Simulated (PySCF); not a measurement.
BiF3, SMILES [F][Bi]([F])[F]. The structure is a stationary point at PBE0-D3(BJ)/def2-SVP. The isomer is the one that the SMILES or the coordinates give; other isomers of the formula were not compared. The def2 effective core potentials stand for the cores of Bi; spin–orbit coupling is left out.

Computed with PBE0-D3(BJ)/def2-SVP in PySCF.

Harmonic wavenumbers (cm⁻¹): 168, 168, 192, 602, 602, 617. Rotational constants (GHz): 3.786, 3.786, 2.975; symmetry number 3.

Work out the zero-point energy and the ideal-gas rigid-rotor harmonic-oscillator thermochemistry at 298.15 K and 1 atm.

ZPE = ½ Σ hcν = ½ × 2349 cm⁻¹ = 14.05 kJ/mol. H − E(el) = 29.92 kJ/mol. Entropy in J/(mol K): translation 178.38, rotation 101.43, vibration 35.33, total 315.14. G − E(el) = -64.04 kJ/mol. Cp = 69.52 J/(mol K).
